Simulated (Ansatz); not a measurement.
A nudged elastic band was laid between two geometries of C3H7GeNO (13 atoms, charge 0, multiplicity 1).

These are results of RKS PBE-D4/def2-SVP (Ansatz 0.2.0), not measurements.

* movable images: 9
* climbing image: yes
* spring: 5.0 eV/Å²
* optimiser: quadratic models (default)
* start path: IDPP
* force threshold: 0.03 eV/Å
* iteration limit: 60
* end points: relaxed

Image 0:

```xyz
13
Properties=species:S:1:pos:R:3
C -1.395 -0.108 0.879
Ge 0.464 0.089 0.330
C 1.362 -1.507 -0.325
O 0.395 1.146 -1.239
C -0.377 2.172 -1.258
N -1.092 3.112 -1.290
H -1.450 -0.516 1.908
H -1.930 -0.787 0.188
H -1.887 0.885 0.861
H 1.317 0.933 1.313
H 2.324 -1.232 -0.798
H 1.563 -2.200 0.516
H 0.725 -2.021 -1.070
```

Image 10:

```xyz
13
Properties=species:S:1:pos:R:3
C -1.024 -0.037 1.297
Ge 0.530 0.178 0.141
C 1.364 -1.448 -0.525
O -0.158 0.923 -1.458
C -1.017 1.873 -1.376
N -1.817 2.740 -1.311
H -0.703 -0.254 2.334
H -1.662 -0.864 0.932
H -1.613 0.902 1.292
H 1.539 1.243 0.647
H 1.899 -1.962 0.298
H 0.593 -2.129 -0.933
H 2.090 -1.201 -1.323
```

Task: What changes between the two ends?

Result: No bond is made or broken. The dihedral O4–Ge2–C3–H13 goes from -65 to 55°. The two ends are copies of one structure, up to a mirror image or an exchange of like atoms.

Task: What energy profile does the band end with?

Result: The forces met the threshold. The highest image is number 5 of 0 to 10, 0.5 kcal/mol above the ends, which have the same energy within 2 meV. A vibrational analysis at the climbing image gives one clearly imaginary mode, 97i cm⁻¹: a first-order saddle point.

| image | path coordinate (Å) | energy (kcal/mol) | dihedral O4–Ge2–C3–H13 (°) |
| --- | --- | --- | --- |
| 0 | 0.00 | 0.0 | -65 |
| 1 | 0.36 | 0.1 | -53 |
| 2 | 0.72 | 0.2 | -42 |
| 3 | 1.07 | 0.4 | -29 |
| 4 | 1.43 | 0.5 | -17 |
| 5 | 1.79 | 0.5 | -5 |
| 6 | 2.15 | 0.5 | 7 |
| 7 | 2.51 | 0.4 | 19 |
| 8 | 2.87 | 0.2 | 31 |
| 9 | 3.23 | 0.0 | 43 |
| 10 | 3.59 | 0.0 | 55 |

Task: What is the geometry of the highest image?

Result: 
```xyz
13
Properties=species:S:1:pos:R:3:forces:R:3
C -1.093 -0.043 1.243 0.00 0.00 0.00
Ge 0.527 0.166 0.181 0.00 0.01 0.02
C 1.375 -1.463 -0.475 0.00 0.00 0.00
O -0.064 0.946 -1.441 -0.01 -0.01 -0.02
C -0.911 1.910 -1.393 0.01 0.02 0.01
N -1.696 2.792 -1.358 -0.01 -0.01 -0.01
H -0.833 -0.286 2.292 0.00 0.00 0.00
H -1.722 -0.854 0.827 0.00 0.00 0.00
H -1.667 0.905 1.225 0.00 0.00 0.00
H 1.509 1.220 0.757 0.00 0.00 0.00
H 2.466 -1.448 -0.290 0.00 0.00 0.00
H 0.934 -2.354 0.012 0.00 0.00 0.00
H 1.197 -1.527 -1.566 0.00 0.00 0.00
```

Time of the run: 100 s on 2 threads of Intel(R) Xeon(R) Platinum 8375C CPU @ 2.90GHz (Ice Lake) (shared host), peak memory 0.22 GiB.
